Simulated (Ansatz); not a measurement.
Basis-set extrapolation for CH5AlClFOSi, SMILES `[CH3][Al]([Cl])[SiH](O)F` (PBE0-D4/def2-TZVP geometry, frozen core, Ansatz 0.2.0). Multiplicity 1, RHF reference.

```
                       def2-TZVPP    def2-QZVPP
                 HF  -1205.763623  -1205.803107
    MP2 correlation     -1.042435     -1.133700
CCSD(T) correlation     -1.130608       not run
```

Energies in hartree. Use E(X) = E(∞) + A·exp(−7.88·√X) for Hartree–Fock and E(X) = E(∞) + B·X^(−2.97) for correlation, with X = 3 and 4, and add CCSD(T) minus MP2 of the smaller set to the MP2 limit.

What is the CCSD(T) energy at the basis-set limit?

HF limit: -1205.803107 + (-0.039484) × 0.13774 = -1205.80855. MP2 limit: -1.133700 + (-0.091265) × 0.74074 = -1.20130. Higher-order term: -1.130608 − (-1.042435) = -0.08817. Total: -1207.09802 hartree, 127.9 kcal/mol below CCSD(T)/def2-TZVPP.
